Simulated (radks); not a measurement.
Values are calculated unless marked as measured or tabulated.
Spin polarisation of the 4p2 shell in Br3+. Start: [Ar] 3d10 4s2 4p(up 1, down 1); electrons of 4p are moved from spin down to spin up, other shells keep equal spins. Code: a radial shooting solver on a logarithmic mesh with Libxc functionals. Model: scalar-relativistic Kohn-Sham, r2SCAN, spin-polarised, spherical densities, finite nucleus; meta-GGA in the generalised Kohn-Sham scheme; Fermi nuclear charge, rms radius of each element as measured or else 0.836 A^(1/3) + 0.57 fm.

\begin{tabular}{lrrrrr}
moment (Bohr magnetons) & E - E(0) (eV) & e(4p up) (eV) & e(4p down) (eV) & 4s down minus up (eV) & 3d down minus up (eV) \\ \hline
0 & 0.000 & -40.055 & -40.055 & 0.000 & 0.000 \\
0.5 & -0.103 & -40.446 & -39.622 & 0.831 & 0.092 \\
1 & -0.414 & -40.801 & -39.134 & 1.671 & 0.185 \\
1.5 & -0.940 & -41.123 & -38.565 & 2.527 & 0.279 \\
2 & -1.703 & -41.415 & -37.863 & 3.426 & 0.374 \\
\end{tabular}

At moment 2 the spin-polarisation energy is -1.703 eV and the 4p exchange splitting 3.552 eV, that is 1.776 eV per Bohr magneton; E = -I m^2/4 would give I = 1.703 eV.
